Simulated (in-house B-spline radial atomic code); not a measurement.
A fraction x of an electron is removed from 3d in V⁴⁺, starting from [Ar] 3d1 and keeping the highest spin. All numbers are computed (non-relativistic LDA exchange-only, spin-polarised, spherical fractional occupations; point nucleus) with a radial B-spline atomic code at the basis-set limit, not measured.

```tsv
x	E(x) - E(0) (eV)	3d up level (eV)
0	0.0000	-54.597
0.04	2.1990	-55.351
0.24	13.6499	-59.171
0.28	16.0322	-59.944
0.48	28.4109	-63.855
0.5	29.6919	-64.250
0.53	31.6283	-64.844
0.63	38.2122	-66.836
0.86	54.1174	-71.486
0.94	59.9017	-73.124
1	64.3263	-
```

The exact functional would give a straight line between the two integer points. Deviations E(x) - E(0) - x[E(1) - E(0)], in eV: -0.374 at x = 0.04, -1.788 at x = 0.24, -1.979 at x = 0.28, -2.466 at x = 0.48, -2.471 at x = 0.5, -2.465 at x = 0.53, -2.313 at x = 0.63, -1.203 at x = 0.86, -0.565 at x = 0.94.

The curve lies below the straight line by up to 2.471 eV (at x = 0.5): convex, the delocalisation error that favours fractional charges.

(1) How well does Slater's transition state (minus the level at half occupation) give the ionisation energy?

## Answers

(1) It gives 64.250 eV against 64.326 eV from the two total energies; NIST lists 65.28 eV, ground level to ground level.
